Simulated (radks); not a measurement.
The iodine anion I- inside a hard spherical wall (all orbitals vanish at R), configuration held at [Xe] and not refilled when levels cross. All-electron calculation, scalar-relativistic Kohn-Sham, PBE, spin-polarised, spherical densities, finite nucleus; Fermi nuclear charge, rms radius 4.75 fm. Program: a radial shooting solver on a logarithmic mesh with Libxc functionals. Eigenvalues in eV for spin up, with the zero of energy where the potential of the charges vanishes at infinity; a dash marks a level that is unbound or too diffuse for the functional's potential to be trusted. A positive occupied level is held by the wall or, in an anion where self-interaction has pushed it up, behind a barrier. The pressure on the wall is -dE/dV.

| R (bohr) | E (hartree) | kinetic (hartree) | e(4p) | e(4d) | e(5s) | e(5p) | e(6s, empty) | e(5d, empty) | pressure (GPa) |
|---|---|---|---|---|---|---|---|---|---|
| 20 | -7116.29010 | 7469.109 | -119.72 | -42.436 | -9.905 | -0.074 | 2.350 | 2.941 | < 0.0001 |
| 10 | -7116.28867 | 7469.120 | -119.58 | -42.297 | -9.780 | 0.040 | 4.436 | 6.392 | 0.0291 |
| 8 | -7116.28132 | 7469.165 | -119.19 | -41.908 | -9.446 | 0.353 | 6.231 | 8.201 | 0.306 |
| 7 | -7116.26665 | 7469.247 | -118.65 | -41.374 | -9.004 | 0.782 | 8.076 | 9.616 | 1.14 |
| 6 | -7116.22267 | 7469.478 | -117.50 | -40.231 | -8.093 | 1.708 | 11.527 | 11.844 | 4.82 |
| 3.5 | -7114.70082 | 7475.753 | -102.93 | -26.070 | 3.705 | 15.590 | 55.277 | 34.426 | 448 |
| 3 | -7112.85186 | 7482.450 | -93.675 | -17.246 | 13.081 | 27.051 | 88.807 | 50.998 | 1450 |
